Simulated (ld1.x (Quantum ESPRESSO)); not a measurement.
# Configuration tests for Li (Z = 3) (RRKJ)

```
Element                 : Li (Z = 3)
Generator               : ld1.x (Quantum ESPRESSO) 7.5
Type                    : norm-conserving RRKJ (Kleinman–Bylander form)
Functional              : LDA (PZ)
Relativity              : scalar-relativistic
Frozen core             : [He]
Valence charge          : 1
Reference configuration : 2s0.5 2p0.5
Partial waves           : 2p (bound): rc 4.20 bohr; 2s (bound): rc 3.15 bohr
Local potential         : the s channel
Core correction         : none
rho0                    : 0.01
```

Energies are relative to the spin-unpolarised reference configuration 2s0.5 2p0.5; without spin polarisation the order of configurations can differ from experiment. Spin-polarised rows fill each open shell by Hund’s rule, majority spin first. The frozen-core shift is the all-electron ΔE with the core orbitals held at their reference shape minus the fully relaxed ΔE.

| valence configuration | charge | ΔE all-electron (eV) | error AE − PS (meV) | frozen-core shift (meV) |
| --- | --- | --- | --- | --- |
| 2s1 2p0 | 0 | -0.875 | -0.3 | +0.2 |
| 2s0.5 2p0 | +0.5 | 1.170 | +4.8 | +0.1 |
| 2s0 2p1 | 0 | 0.879 | -0.3 | +0.2 |
| 2s0.5 2p0.5 (spin-polarised) | 0 | -0.198 | +18 | +0.2 |
| 2s1 2p0 (spin-polarised) | 0 | -1.108 | +19 | +0.4 |

Levels in the configuration 2s1 2p0:

| level | all-electron (eV) | pseudo (eV) |
| --- | --- | --- |
| 2s | -2.877 | -2.877 |
